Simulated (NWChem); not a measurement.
System: BaO; SMILES [O]=[Ba]

Input file for NWChem:

```
start job
memory heap 200 mb stack 900 mb global 1100 mb
geometry units angstroms noautosym nocenter noautoz
  Ba     0.000000     0.000000    -0.196189
  O      0.000000     0.000000     1.772650
end
basis spherical
  * library def2-svpd
end
ecp
  Ba library def2-ecp
end
dft
  xc b3lyp
  iterations 150
end
property
  response 1 0.0
end
task dft property
```

NWChem printed, in part:

```
             Northwest Computational Chemistry Package (NWChem) 7.3.0
             --------------------------------------------------------

                             Geometry "geometry" -> ""
                             -------------------------

 Output coordinates in angstroms (scale by  1.889725989 to convert to a.u.)

  No.       Tag          Charge          X              Y              Z
 ---- ---------------- ---------- -------------- -------------- --------------
    1 Ba                  56.0000     0.00000000     0.00000000    -0.19618900
    2 O                    8.0000     0.00000000     0.00000000     1.77265000

 Effective nuclear repulsion energy (a.u.)     120.4117795065

                                 NWChem DFT Module
                                 -----------------

 Summary of "ao basis" -> "ao basis" (spherical)
 ------------------------------------------------------------------------------
       Tag                 Description            Shells   Functions and Types
 ---------------- ------------------------------  ------  ---------------------
 Ba                        def2-svpd                10       26   4s4p2d
 O                         def2-svpd                 9       23   4s3p2d

            General Information
            -------------------
          SCF calculation type: DFT
          Wavefunction type:  closed shell.
          No. of atoms     :     2
          No. of electrons :    18
           Alpha electrons :     9
            Beta electrons :     9
          Charge           :     0
          Spin multiplicity:     1
          Use of symmetry is: off; symmetry adaption is: off
          Maximum number of iterations: 150
          AO basis - number of functions:    49
                     number of shells:    19
          Convergence on energy requested:  1.00D-06
          Convergence on density requested:  1.00D-05
          Convergence on gradient requested:  5.00D-04

              XC Information
              --------------
                         B3LYP Method XC Potential
                     Hartree-Fock (Exact) Exchange  0.200
                        Slater Exchange Functional  0.800 local
                    Becke 1988 Exchange Functional  0.720 non-local
              Lee-Yang-Parr Correlation Functional  0.810
                  VWN I RPA Correlation Functional  0.190 local

             Grid Information
             ----------------
          Grid used for XC integration:  medium
          Radial quadrature: Mura-Knowles
          Angular quadrature: Lebedev.
          Tag              B.-S. Rad. Rad. Pts. Rad. Cut. Ang. Pts.
          ---              ---------- --------- --------- ---------
          Ba                  2.15      123          14.0       590
          O                   0.60       49          12.0       434
          Grid pruning is: on
          Number of quadrature shells:   172
          Spatial weights used:  Erf1

      Superposition of Atomic Density Guess
      -------------------------------------

 Sum of atomic energies:        -102.17845349

      Non-variational initial energy
      ------------------------------

 Total energy =     -99.605316
 1-e energy   =    -186.000074
 2-e energy   =      64.892654
 HOMO         =      -0.407248
 LUMO         =      -0.142994

   convergence    iter        energy       DeltaE   RMS-Dens  Diis-err
 ---------------- ----- ----------------- --------- --------- ---------
 d= 0,ls=0.0,diis     1   -100.2532345740 -1.22D+02  9.41D-02  2.49D+00
 d= 0,ls=0.0,diis     2    -91.8840799023  8.37D+00  9.16D-02  2.23D+01
 d= 0,ls=0.0,diis     3   -100.5751610508 -8.69D+00  1.55D-02  2.56D-01
 d= 0,ls=0.0,diis     4   -100.6207631984 -4.56D-02  3.43D-03  1.51D-02
 d= 0,ls=0.0,diis     5   -100.6226820324 -1.92D-03  5.98D-04  7.93D-03
  Resetting Diis
 d= 0,ls=0.0,diis     6   -100.6234207162 -7.39D-04  3.13D-04  1.08D-03
 d= 0,ls=0.0,diis     7   -100.6235404349 -1.20D-04  2.59D-04  2.14D-05
 d= 0,ls=0.0,diis     8   -100.6235116897  2.87D-05  1.80D-04  2.84D-04
 d= 0,ls=0.0,diis     9   -100.6235431138 -3.14D-05  1.24D-05  4.21D-07
 d= 0,ls=0.0,diis    10   -100.6235431781 -6.43D-08  1.22D-06  1.22D-10

         Total DFT energy =     -100.623543178115
      One electron energy =     -189.968695739621
           Coulomb energy =       80.232625946323
    Exchange-Corr. energy =      -12.389576868127
 Nuclear repulsion energy =       21.502103483310

 Numeric. integr. density =       17.999990152359

                       DFT Final Molecular Orbital Analysis
                       ------------------------------------

 Vector    7  Occ=2.000000D+00  E=-1.943838D-01
              MO Center=  5.0D-09,  8.6D-09,  1.5D+00, r^2= 1.5D+00
   Bfn.  Coefficient  Atom+Function         Bfn.  Coefficient  Atom+Function
  ----- ------------  ---------------      ----- ------------  ---------------
    32      0.418081  2 O  py                31      0.373997  2 O  px
    35      0.296029  2 O  py                34      0.264814  2 O  px
    18      0.193284  1 Ba d -1              20     -0.172903  1 Ba d  1
    38      0.114863  2 O  py                37      0.102751  2 O  px
     6     -0.075463  1 Ba py                 5     -0.067506  1 Ba px

 Vector    8  Occ=2.000000D+00  E=-1.943838D-01
              MO Center= -3.8D-08,  3.4D-08,  1.5D+00, r^2= 1.5D+00
   Bfn.  Coefficient  Atom+Function         Bfn.  Coefficient  Atom+Function
  ----- ------------  ---------------      ----- ------------  ---------------
    31      0.418081  2 O  px                32     -0.373997  2 O  py
    34      0.296029  2 O  px                35     -0.264814  2 O  py
    20     -0.193284  1 Ba d  1              18     -0.172903  1 Ba d -1
    37      0.114863  2 O  px                38     -0.102751  2 O  py
     5     -0.075463  1 Ba px                 6      0.067506  1 Ba py

 Vector    9  Occ=2.000000D+00  E=-1.688638D-01
              MO Center=  2.0D-09, -1.4D-08,  1.1D+00, r^2= 2.7D+00
   Bfn.  Coefficient  Atom+Function         Bfn.  Coefficient  Atom+Function
  ----- ------------  ---------------      ----- ------------  ---------------
    33      0.557744  2 O  pz                19     -0.419204  1 Ba d  0
    36      0.393132  2 O  pz                30      0.280740  2 O  s
     3     -0.203719  1 Ba s                  2      0.202176  1 Ba s
     7      0.169611  1 Ba pz                10      0.147531  1 Ba pz
    39      0.052929  2 O  pz                 1     -0.050645  1 Ba s

 Vector   10  Occ=0.000000D+00  E=-5.556703D-02
              MO Center=  7.3D-09, -1.3D-08, -1.2D+00, r^2= 8.7D+00
   Bfn.  Coefficient  Atom+Function         Bfn.  Coefficient  Atom+Function
  ----- ------------  ---------------      ----- ------------  ---------------
     3      0.650814  1 Ba s                  4      0.531422  1 Ba s
     2     -0.463495  1 Ba s                 13     -0.219227  1 Ba pz
    30     -0.140371  2 O  s                 19     -0.128339  1 Ba d  0
     7      0.101122  1 Ba pz                 1      0.097583  1 Ba s
    16     -0.091217  1 Ba pz                10      0.082310  1 Ba pz

 Vector   11  Occ=0.000000D+00  E=-6.015973D-03
              MO Center=  2.7D-08, -9.9D-09, -1.2D+00, r^2= 1.7D+01
   Bfn.  Coefficient  Atom+Function         Bfn.  Coefficient  Atom+Function
  ----- ------------  ---------------      ----- ------------  ---------------
    15      0.476700  1 Ba py                14      0.411257  1 Ba px
    23     -0.263424  1 Ba d -1              25      0.227260  1 Ba d  1
    12      0.225623  1 Ba py                11      0.194648  1 Ba px
    18     -0.147320  1 Ba d -1              20      0.127096  1 Ba d  1
     6     -0.114803  1 Ba py                38      0.114366  2 O  py

 Vector   12  Occ=0.000000D+00  E=-6.015972D-03
              MO Center= -2.6D-08,  3.6D-08, -1.2D+00, r^2= 1.7D+01
   Bfn.  Coefficient  Atom+Function         Bfn.  Coefficient  Atom+Function
  ----- ------------  ---------------      ----- ------------  ---------------
    14      0.476700  1 Ba px                15     -0.411257  1 Ba py
    25      0.263424  1 Ba d  1              23      0.227260  1 Ba d -1
    11      0.225623  1 Ba px                12     -0.194648  1 Ba py
    20      0.147320  1 Ba d  1              18      0.127096  1 Ba d -1
     5     -0.114803  1 Ba px                37      0.114366  2 O  px

     Multipole analysis of the density
     ---------------------------------

     L   x y z        total         alpha         beta         nuclear
     -   - - -        -----         -----         ----         -------
     0   0 0 0     -0.000000     -9.000000     -9.000000     18.000000

     1   1 0 0      0.000000      0.000000      0.000000      0.000000
     1   0 1 0     -0.000000     -0.000000     -0.000000      0.000000
     1   0 0 1     -3.018349    -13.054748    -13.054748     23.091148

     2   2 0 0    -19.563890     -9.781945     -9.781945      0.000000
     2   1 1 0     -0.000000     -0.000000     -0.000000      0.000000
     2   1 0 1      0.000001      0.000000      0.000000      0.000000
     2   0 2 0    -19.563891     -9.781945     -9.781945      0.000000
     2   0 1 1     -0.000001     -0.000000     -0.000000      0.000000
     2   0 0 2    -34.296537    -62.720772    -62.720772     91.145008

 *** CALLING NEW AORESP DRIVER FOR CLOSED AND OPEN SHELLS ***
 Entering AOResponse driver routine

--------------------------------------------------------------------------------

          -----------------------------------------------
          Solving response equations for perturbing field
          -----------------------------------------------

 number of frequencies:     1
 frequency in a.u.:  0.0000000E+00
 Perturbing field: electric
 Using El. Dipole Length Gauge

 Setting up CPKS with frequency omega =      0.00000000 a.u.

 STATIC response

                                NWChem CPHF Module
                                ------------------

  scftype          =     RHF
  nclosed          =        9
  nopen            =        0
  variables        =      360
  # of vectors     =        3
  tolerance        = 0.10D-03
  level shift      = 0.00D+00
  max iterations   =       50
  max subspace     =       30

 SCF residual:    8.2643079115275967E-006

Iterative solution of linear equations
  No. of variables      360
  No. of equations        3
  Maximum subspace       30
        Iterations       50
       Convergence  1.0D-04

   iter   nsub   residual    time
   ----  ------  --------  ---------
     1      3    1.46D+01       5.4
     2      6    1.05D+01       6.6
     3      9    1.42D+00       7.8
     4     12    1.10D-01       8.9
     5     15    4.50D-02      10.1
     6     18    6.83D-03      11.2
     7     21    1.20D-03      12.4
     8     24    1.18D-04      13.6
     9     27    8.68D-06      14.7

 Electric Dipole Response Matrix (nonzero elements):

              1        2        3
    1   28.2734   0.0000  -0.0000
    2    0.0000  28.2734   0.0000
    3   -0.0000   0.0000  80.4097

 ------------------------------------------
 average:        45.65220 + I       0.00000

 DFT Linear Response polarizability / au
 Frequency  =       0.0000000 / au
              X              Y              Z
 -----------------------------------------------
 X      28.2734434      0.0000009     -0.0000025
 Y       0.0000009     28.2734436      0.0000029
 Z      -0.0000025      0.0000029     80.4097043
 -----------------------------------------------
 Eigenvalues =      28.2734426     28.2734444     80.4097043
 Isotropic   =      45.6521971
 Anisotropic =      52.1362608
 -----------------------------------------------

 Magnetic Dipole Response Matrix (nonzero elements):

 Exiting AOResponse driver routine
```

Level: B3LYP/def2-SVPD with def2 effective core potentials on Ba. Structure relaxed at the PBE0-D3(BJ)/def2-TZVP level. def2 effective core potentials on Ba; no spin-orbit coupling.
